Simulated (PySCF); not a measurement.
Gas-phase reaction: 3 BCl3.NH3 + 2 BCl ⇌ 4 Cl2 + B3N3Cl3H3 + 2 BH3. Level: ωB97X-V/def2-TZVP†; standard pressure 1 bar.

Computed with PySCF and rigid-rotor harmonic-oscillator thermochemistry at 1 bar. † marks an energy on the PBE0/def2-TZVP geometry and frequencies. All species are closed-shell singlets. Adducts (BCl3.NH3) have no counterpoise correction, and HF, PBE, BLYP, B3LYP and PBE0 lack dispersion. BCl3.NH3: computed as isolated molecules; such fragments, hydroxides, amides, oligomers or adducts are transient or little studied in the gas. The harmonic model lacks anharmonicity and excited electronic states, which grow with temperature; levels with a mode under 35 cm⁻¹ are left out. Internal rotation in BCl3.NH3 is treated as a harmonic vibration of one conformer, which makes the entropy rough. Soft modes under 120 cm⁻¹ make the harmonic entropy rough for B3N3Cl3H3.

```tsv
T (K)	1000/T (1/K)	log10 K
600	1.6667	-28.25
800	1.2500	-18.31
1000	1.0000	-12.38
1200	0.8333	-8.45
1400	0.7143	-5.65
1600	0.6250	?
```

### Question
Fit log10 K = a + b·(1000/T) to the five rows, get the mean ΔH° and ΔS°, and predict log10 K at 1600 K.

### Answer
Means: 1000/T = 1.0929, log10 K = -14.608. Sums of products about the means: Sxy = -13.60646, Sxx = 0.573287, so b = Sxy/Sxx = -23.73 and a = -14.608 − (-23.73)×1.0929 = 11.33.
ΔH° = −R ln 10 × 1000 K × b = −19.145 × (-23.73) = 454 kJ; ΔS° = R ln 10 × a = 217 J/K. The run's own values go from 458 kJ and 222 J/K at 600 K to 446 kJ and 210 J/K at 1600 K.
Prediction at 1600 K: 11.33 + (-23.73)×0.6250 = -3.50. The computed value is -3.56, 0.06 from the line.
For scale, ΔH°(298 K) is 461 kJ at this level, 479 kJ at ωB97M-V/def2-TZVP†, and runs from -197 to 642 kJ over the 18 levels computed.
